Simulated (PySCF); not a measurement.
Cl₂OTa, charge +1, multiplicity 1. Atoms are numbered in the order given.

```xyz
4

Ta     0.2136     0.2958     0.0000
O     -1.0224     1.4490     0.0000
Cl    -0.2181    -0.9760    -1.7972
Cl    -0.2181    -0.9760     1.7972
```
Charge +1, spin multiplicity 1.

Coordinates come from a B3LYP-D3(BJ)/def2-SVP optimisation. The spin state was assumed, not searched. The isomer is the one that the SMILES or the coordinates give; other isomers of the formula were not compared. The def2 effective core potentials stand for the cores of Ta; spin–orbit coupling is left out.

Method: TDDFT-CAM-B3LYP/def2-SVPD in PySCF 2.14.0.

Vertical excitations. Gas-phase values at a fixed geometry. State labels are in the subgroup Cs.

List the lowest excited states. (An estimate is asked for; the answer gives what the named calculation found.)


| state | symmetry | energy (eV) | λ (nm) | f | main pairs |
|---|---|---|---|---|---|
| S1 | A" | 3.63 | 342 | 0.000 | HOMO→LUMO 90 % |
| S2 | A' | 3.92 | 316 | 0.004 | HOMO−1→LUMO 95 % |
| S3 | A" | 4.23 | 293 | 0.029 | HOMO−2→LUMO 89 % |
| S4 | A' | 4.55 | 272 | 0.001 | HOMO→LUMO+1 95 % |
| S5 | A" | 4.82 | 257 | 0.005 | HOMO−1→LUMO+1 76 %, HOMO→LUMO+2 17 % |
| S6 | A' | 4.94 | 251 | 0.002 | HOMO−3→LUMO 51 %, HOMO−4→LUMO 32 %, HOMO−2→LUMO+1 8 % |
| S7 | A' | 5.07 | 245 | 0.010 | HOMO−2→LUMO+1 67 %, HOMO−4→LUMO 26 % |
| S8 | A" | 5.18 | 239 | 0.000 | HOMO−5→LUMO 63 %, HOMO→LUMO+2 17 % |
| S9 | A' | 5.25 | 236 | 0.011 | HOMO−3→LUMO 37 %, HOMO−4→LUMO 32 %, HOMO−2→LUMO+1 18 %, HOMO−5→LUMO+1 7 % |
| S10 | A" | 5.35 | 232 | 0.019 | HOMO→LUMO+2 40 %, HOMO−5→LUMO 26 %, HOMO−2→LUMO+2 18 %, HOMO−1→LUMO+1 6 % |
| T1 | A" | 3.53 | 351 | 0 | HOMO→LUMO 92 % |
| T2 | A' | 3.74 | 331 | 0 | HOMO−1→LUMO 90 % |
| T3 | A" | 3.84 | 323 | 0 | HOMO−2→LUMO 89 % |
| T4 | A' | 4.32 | 287 | 0 | HOMO−3→LUMO 44 %, HOMO→LUMO+1 35 %, HOMO−2→LUMO+1 11 % |
Triplets are in the Tamm–Dancoff approximation, which puts them higher than full response would, so one can lie above its singlet here.
